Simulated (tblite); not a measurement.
C₈H₁₄OSi.
SMILES with atom numbers: `[CH2:1]=[C:2](/[CH:3]=[CH:4]\[O:5]/[CH:6]=[CH:7]/[CH3:8])[SiH2:9][CH3:10]` (hydrogens: H11, H12 on C1; H13 on C3; H14 on C4; H15 on C6; H16 on C7; H17, H18, H19 on C8; H20, H21 on Si9; H22, H23, H24 on C10)

The geometry is computed with GFN2-xTB (gas phase).

Question: Give the optimised bond lengths and angles.

Answer: 
| bond | length (Å) | order |
| --- | --- | --- |
| C1=C2 | 1.337 | double |
| C2–C3 | 1.448 | single |
| C3=C4 | 1.335 | double |
| C4–O5 | 1.352 | single |
| O5–C6 | 1.359 | single |
| C6=C7 | 1.326 | double |
| C7–C8 | 1.491 | single |
| C2–Si9 | 1.897 | single |
| Si9–C10 | 1.903 | single |
| C1–H11 | 1.076 | single |
| C1–H12 | 1.081 | single |
| C3–H13 | 1.082 | single |
| C4–H14 | 1.086 | single |
| C6–H15 | 1.087 | single |
| C7–H16 | 1.080 | single |
| C8–H17, C8–H18, C8–H19 | 1.089 | single |
| Si9–H20, Si9–H21 | 1.469 | single |
| C10–H22, C10–H23, C10–H24 | 1.086 | single |

Bonds in one row agree within 0.01 Å and their mean is given. Orders are formal, as drawn. A selection of angles:
| angle | degrees |
| --- | --- |
| C2–C1–H11 | 122.2 |
| C2–C1–H12 | 121.9 |
| H11–C1–H12 | 115.9 |
| C1–C2–C3 | 118.7 |
| C1–C2–Si9 | 122.0 |
| C3–C2–Si9 | 119.3 |
| C2–C3–C4 | 125.0 |
| C2–C3–H13 | 117.5 |
| C4–C3–H13 | 117.5 |
| C3–C4–O5 | 121.7 |
| C3–C4–H14 | 122.0 |
| O5–C4–H14 | 116.3 |
| C4–O5–C6 | 119.5 |
| O5–C6–C7 | 121.7 |
| O5–C6–H15 | 116.1 |
| C7–C6–H15 | 122.3 |
| C6–C7–C8 | 123.8 |
| C6–C7–H16 | 118.9 |
| C8–C7–H16 | 117.3 |
| C7–C8–H17 | 110.2 |
| C7–C8–H18 | 111.1 |
| H17–C8–H18 | 108.8 |
| H17–C8–H19 | 107.5 |
| C2–Si9–C10 | 108.6 |
| C2–Si9–H20 | 111.1 |
| C10–Si9–H20 | 106.5 |
| C10–Si9–H21 | 106.9 |
| H20–Si9–H21 | 112.9 |
| Si9–C10–H22 | 112.2 |
| Si9–C10–H24 | 110.0 |
| H22–C10–H23 | 107.8 |

Torsions: C1–C2–C3–C4 -177° (antiperiplanar); C2–C3–C4–O5 0° (synperiplanar); C3–C4–O5–C6 178° (antiperiplanar); C4–O5–C6–C7 180° (antiperiplanar); O5–C6–C7–C8 180° (antiperiplanar); C1–C2–Si9–C10 -3° (synperiplanar). The mirror-image conformer, all signs reversed, is as good.

Of the pairs four or more bonds apart, O5···Si9 is among the closest relative to their van der Waals radii: 2.70 Å, 75 % of the sum of Bondi's values. Si9 (SiH2 silicon) is tetrahedral (angles from 106.5° to 112.9°). The 5 C–C bonds span 1.326 Å (C6=C7, drawn double) to 1.491 Å (C7–C8, drawn single), a spread of 0.165 Å.

Point group: near Cs, missed by 0.24 Å at most; the miss may be what the optimiser left on a soft mode. Its GFN2-xTB frequencies are all real (lowest 38 cm⁻¹). The numbers are those of one conformer. 3 starts were optimised and ended at 0.00, 0.00 and 0.31 kcal/mol (GFN2-xTB); the lowest of these is shown.

Hardware: an Arm Neoverse N1 with one thread, no GPU, shared host with 64 logical CPUs at a one-minute load of 64. Cost: 2.7 s wall. This is the geometry optimisation.
